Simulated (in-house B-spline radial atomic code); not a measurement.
A run on Tb that did not converge. Method: scalar-relativistic (X2C) LDA exchange-only, spin-polarised, spherical fractional occupations, Fermi nucleus of rms radius 5.06 fm; computed with a B-spline radial code for spherical atoms.

Command:
```bash
python run_scf.py task.json out
```
Settings (nuclear radius in fm, mass in u):
```
Z                65
configuration    [Xe] 4f9 6s2
hamiltonian      x2c
method           lda,
spin_polarised   True
nucleus          fermi
rms_radius       5.06
atomic_mass      158.92535
speed_of_light   137.035999084
```

First and last ten iterations of the last attempt (damped for 15 steps, keeping 80 % of the old Fock matrix, then DIIS):
```
 iter        energy (Eh)    residual
    1      -11649.443546    7.07e-01
    2      -11652.353406    1.29e+00
    3      -11673.048969    8.04e-01
    4      -11684.046823    4.89e-01
    5      -11689.436850    3.05e-01
    6      -11691.857945    1.98e-01
    7      -11692.862458    1.23e-01
    8      -11693.263714    7.55e-02
    9      -11693.431707    5.30e-02
   10      -11693.510990    3.93e-02
  111      -11691.776460    1.21e-01
  112      -11691.776871    1.21e-01
  113      -11691.776326    1.21e-01
  114      -11691.773014    1.21e-01
  115      -11691.780686    1.21e-01
  116      -11693.604691    3.02e-03
  117      -11693.605002    2.25e-03
  118      -11691.797202    1.20e-01
  119      -11691.819522    1.20e-01
  120      -11693.602560    5.10e-03
 not converged after 120 iterations
```

The smallest residual met was 6.0e-05; the threshold is about 6e-07. No energy from this run should be used. The likely cause: this method binds the added charge weakly or not at all at the basis-set limit, so charge moves back and forth between the atom and the box. Run time, properties included: 2.7 s on 1 thread of Arm Neoverse V2 (shared host).
